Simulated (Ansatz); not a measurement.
Two structures of CH7ClSn, singlet, reached by relaxing down either side of one saddle point (PBE0-D4/def2-TZVP). Energies are electronic, without zero-point energy. Computed with Ansatz 0.2.0 (basis: def2-TZVPP and def2-QZVPP); correlated methods freeze the cores. Filled d shells of the heavier atoms are correlated. Core potentials replace the inner electrons of the atoms past krypton. The def2 sets are not built for correlating such inner shells, so the correlated values are less sure here. Extrapolation: Hartree–Fock as exp(−7.88 √X), correlation as X^−2.97. First:

```xyz
10
angstrom
Sn -0.7623 -0.7290 -0.6363
C 1.2800 -0.2726 -0.2148
H -1.1441 -2.3382 -0.2148
H -1.7739 0.3023 0.3030
H -1.1394 -0.4553 -2.2781
H -1.0183 1.6088 1.3862
Cl -0.3413 2.4609 2.0766
H 1.4826 0.7706 -0.4559
H 1.4842 -0.4354 0.8431
H 1.9325 -0.9123 -0.8090
```

Second:

```xyz
10
angstrom
Sn -2.1435 -0.2744 -0.5653
C 2.1028 0.1112 0.4862
H -0.6896 -1.1496 -0.6451
H -3.2955 -1.0033 0.4504
H -2.7701 0.1019 -2.1002
H 1.3004 0.8344 0.6303
Cl -1.6192 1.7723 0.4295
H 3.0390 0.5257 0.8592
H 1.8709 -0.8044 1.0303
H 2.2049 -0.1139 -0.5754
```

Task: Which bonds change from the first to the second?

Result: CH₆Sn ([CH3][SnH3]) + HCl → SnH₃Cl ([Cl][SnH3]) + CH₄; bonds formed: Sn1–Cl7, C2–H6; bonds broken: Sn1–C2, H6–Cl7.

Task: Give the saddle point's structure and its height above each. (An estimate is asked for; the value comes from the calculation.)

Result: By the calculation: 130.9 kJ/mol above the first and 239.0 kJ/mol above the second (CCSD(T) at an estimated basis limit (MP2 extrapolated from triple and quadruple zeta, plus CCSD(T) − MP2 in triple zeta)).
```xyz
10
angstrom
Sn -1.0489 -0.4894 -0.4308
C 1.1529 0.0064 0.2433
H -0.4347 -2.0121 -0.9653
H -2.0759 -0.7516 0.8846
H -1.5231 0.4070 -1.7818
H 0.2346 0.9394 0.4555
Cl -0.8873 2.1477 0.7464
H 1.7565 0.7972 0.7055
H 1.2440 -0.8701 0.8853
H 1.5819 -0.1747 -0.7426
```

The T1 diagnostic stays at or below 0.012. The end structure is not quite a true minimum (one mode of 34i cm⁻¹).

Labels in which every atom is bracketed show which atoms are joined, not bond orders.

For scale, one of the runs: CCSD(T)/def2-TZVPP, 221 basis functions, launched by `ansatz run in.yaml --threads 4 --pin off --events-out ev --progress --plain --max-ram 9574MiB`. Hardware: 4 CPU threads of an Intel Xeon, shared host. Wall time 120 s; peak host memory 3.7 GiB.
